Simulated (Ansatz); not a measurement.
Species: sum formula BNH3, net charge 0, doublet state. SMILES: [BH]N
Geometry from a B3LYP-D3(BJ)/def2-TZVP (Ansatz, a quantum-chemistry and plane-wave program) optimisation:
```xyz
5

B     -0.8557    -0.0049    -0.0224
N      0.5158    -0.1008     0.0086
H     -1.4780     1.0104     0.0090
H      1.1355     0.6983     0.0620
H      1.0102    -0.9785    -0.0196
```
Charge 0, spin multiplicity 2.

PBE beside other levels, property by property. Cores are frozen in the correlated levels unless marked. Open shells are spin-unrestricted. No spin-orbit coupling. No relativistic terms. Basis-set limits of correlation are two-point, X^-3; Hartree-Fock from the larger set. Atomisation energies are electronic, to ground-state atoms; the column to compare with has the core term from cc-pwCVTZ added, other frozen-core levels have none. Vertical energies are electronic, to the SCF solution reached for that spin. The coupled-cluster column (Ansatz) is a level with limits of its own: CCSD(T)/CBS(def2-TZVPPD,def2-QZVPPD).

| property | PBE/def2-TZVPD (Ansatz) | SVWN5/def2-TZVPD (Ansatz) | wB97X-V/def2-TZVPD (Ansatz) | RI-MP2/CBS(aug-cc-pVTZ,aug-cc-pVQZ) (Ansatz) | coupled cluster |
|---|---|---|---|---|---|
| atomisation energy (kcal/mol) | 401.2 | 447.4 | 391.2 | 394.0 | 389.8 |
| vertical ionisation energy to the singlet (eV) | 8.10 | 8.06 | 8.00 | 8.01 | 8.04 |

As the rows show:
- atomisation energy: PBE lies 11.4 kcal/mol above coupled cluster.
- vertical ionisation energy to the singlet: PBE lies 0.06 eV above coupled cluster.
